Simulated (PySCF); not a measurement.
Br²⁺ (bromine, charge +2): M06-2X calculation

Configuration: [Ar] 3d10 4s2 4p3, high-spin 4S determinant. All numbers are calculated (PySCF 2.14, the non-relativistic Hamiltonian (point nucleus), in def2-TZVP (6s5p4d1f, 48 functions)).

* Total energy: -2572.938 hartree
* One-electron energy: -3551.758 hartree
* Hartree (Coulomb) energy: 1069.559 hartree
* Exchange-correlation energy: -90.739 hartree
* Kinetic energy: 2569.62158 hartree
* ⟨S²⟩: 3.7518
* ⟨L²⟩: 0.000
* Sum of ⟨r⟩: 20.67 bohr
* Sum of ⟨r²⟩: 25.33 bohr²
* Density at the nucleus (Gaussians lack the cusp): 28800 bohr⁻³
* Spin density at the nucleus: 0.230 bohr⁻³
* Langevin diamagnetic susceptibility: -20.1 ×10⁻⁶ cm³/mol
* Time after the integrals: 0.93 s of wall time on 1 thread of Neoverse-V2 (shared host)

| shell | electrons | mean orbital energy (hartree) | rms radius, mean of both spins (bohr) |
| --- | --- | --- | --- |
| 1s α | 1 | -486.30769 | 0.0506 |
| 1s β | 1 | -486.29370 | 0.0506 |
| 2s α | 1 | -64.28150 | 0.210 |
| 2s β | 1 | -64.27313 | 0.210 |
| 2p α | 3 | -58.10221 | 0.185 |
| 2p β | 3 | -58.08901 | 0.185 |
| 3s α | 1 | -9.93970 | 0.602 |
| 3s β | 1 | -9.92231 | 0.602 |
| 3p α | 3 | -7.75862 | 0.613 |
| 3p β | 3 | -7.73600 | 0.613 |
| 3d α | 5 | -3.78903 | 0.647 |
| 3d β | 5 | -3.77577 | 0.647 |
| 4s α | 1 | -1.71647 | 1.76 |
| 4s β | 1 | -1.47908 | 1.76 |
| 4p α | 3 | -1.18627 | 1.97 |
